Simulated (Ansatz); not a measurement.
`C/[C]([AlH2])=C\F` and `C/[C]([AlH2])=C\[SiH3]` differ in one atom or group.

Ansatz, PBE0-D4/def2-TZVP geometries, multiplicity 1. 

```json
{"property": "size of the dipole moment (ωB97M-V/def2-TZVPP) / D", "`C/[C]([AlH2])=C\\F`": "0.62"}
{"property": "HOMO energy (B3LYP/def2-TZVPP) / eV", "`C/[C]([AlH2])=C\\F`": "-7.31"}
{"property": "LUMO energy (PBE/def2-TZVPP) / eV", "`C/[C]([AlH2])=C\\F`": "-2.32"}
{"property": "size of the dipole moment (PBE/def2-TZVPP) / D", "`C/[C]([AlH2])=C\\F`": "0.45"}
{"property": "size of the dipole moment (B3LYP/def2-TZVPP) / D", "`C/[C]([AlH2])=C\\F`": "0.60"}
{"property": "HOMO–LUMO gap (PBE/def2-TZVPP) / eV", "`C/[C]([AlH2])=C\\F`": "4.06"}
```

What does the change do to each property? (An estimate is asked.)

The calculation gave: 
| property | `C/[C]([AlH2])=C\[SiH3]` | shift |
| --- | --- | --- |
| size of the dipole moment (ωB97M-V/def2-TZVPP) / D | 0.66 | 0.04 |
| HOMO energy (B3LYP/def2-TZVPP) / eV | -7.33 | -0.02 |
| LUMO energy (PBE/def2-TZVPP) / eV | -2.62 | -0.30 |
| size of the dipole moment (PBE/def2-TZVPP) / D | 0.68 | 0.23 |
| size of the dipole moment (B3LYP/def2-TZVPP) / D | 0.66 | 0.06 |
| HOMO–LUMO gap (PBE/def2-TZVPP) / eV | 3.69 | -0.37 |

Dipoles are sizes alone; their direction can turn.

B3LYP here is the variant with VWN-RPA as its local correlation; programs differ in this.
